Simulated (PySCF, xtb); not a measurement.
ammonium (H₄N), SMILES [NH4+], charge +1.

GFN2-xTB run with xtb at its own geometry gives an orbital gap of 14.58 eV.

Geometry optimised at r2SCAN-D4/def2-TZVPD.

Problem. What does ωB97X/def2-TZVPD (PySCF) give? (The exact figures need the calculation; the answer reports its results.)

Solution. gap 21.51 eV (levels -25.40 and -3.89 eV).
